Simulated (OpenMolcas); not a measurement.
Pd4+ (d6) among equal point charges was computed by CASSCF with the d shell active (OpenMolcas, ANO-RCC-VDZP on the metal). Its lowest spin-free states, and all those of the highest spin:

| 2S+1 | Degeneracy | E (cm-1) |
| --- | --- | --- |
| 5 | 2 | 0.0 |
| 5 | 1 | 2081 |
| 5 | 1 | 3368 |
| 5 | 1 | 7337 |
| 3 | 2 | 18811 |
| 3 | 1 | 20062 |
| 3 | 1 | 20391 |
| 3 | 2 | 21561 |
| 3 | 1 | 21983 |
| 3 | 2 | 22545 |
| 3 | 1 | 23832 |
| 3 | 1 | 24568 |

**Question.** Is the site octahedral, tetrahedral or cube-like, axial, or of lower symmetry?

**Answer.** The states with 2S+1 = 5 have orbital degeneracies 2, 1, 1, 1. There are pairs but no triples, so the site is axial: not cubic, but with a proper or improper axis of order three or more. The run had Pd4+ among 6 point charges of -1.7 e arranged as a tetragonal octahedron (D4h), 2.01 Å from the ion, with the axial distance 2.211 Å.

An orbital doublet at a regular site is open to a Jahn-Teller distortion, which this geometry leaves out. Without dynamic correlation the repulsion within the d shell is too large (B by tens of per cent), so at a given field states of lower spin stand too high. Point charges give a weaker field than real ligands, and real ions of this kind are as a rule low spin; the high spin found here belongs to the model. Point charges carry no covalency, so the field is a model and not that of real ligands. No measured value stands beside these numbers.
